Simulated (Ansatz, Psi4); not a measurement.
# GaF: a line through the functionals

The species is GaF (2 atoms), meant as a singlet with charge 0. SMILES: `[F][Ga]`. The shape is that of a PBE0-D4/def2-TZVP optimisation.

The HOMO–LUMO gap y, in eV, basis def2-TZVPPD; a is the functional's share of exact exchange. Programs: Ansatz 0.2.0, Psi4 1.11.

```
functional  program     a  y (eV)
      BLYP     Psi4     0    4.63
    r2SCAN     Psi4     0    5.09
     TPSSh     Psi4   0.1    5.49
     B3LYP     Psi4   0.2    6.07
      PBE0     Psi4  0.25    6.42
   r2SCAN0   Ansatz  0.25       ?
     BHLYP     Psi4   0.5    8.09
```

Q: Fit y = c + s·a to the known rows and predict r2SCAN0.

A: 
1. Means of the 6 rows: a = 0.1750, y = 5.965.
2. Σ(Δa)² = 0.17875, Σ(Δa·Δy) = 1.1498, so the slope is 1.1498/0.17875 = 6.4324.
3. Intercept: 5.965 − (6.4324) × 0.1750 = 4.839. The largest residual of the fit is 0.25.
4. r2SCAN0: 4.839 + (6.4324) × 0.25 = 6.45 eV.

The run gave 6.72 eV, so the prediction is off by -0.27 eV, about the largest residual. Exact exchange lowers occupied levels and raises empty ones. The rows mix families of semi-local functionals, which the line can't see.
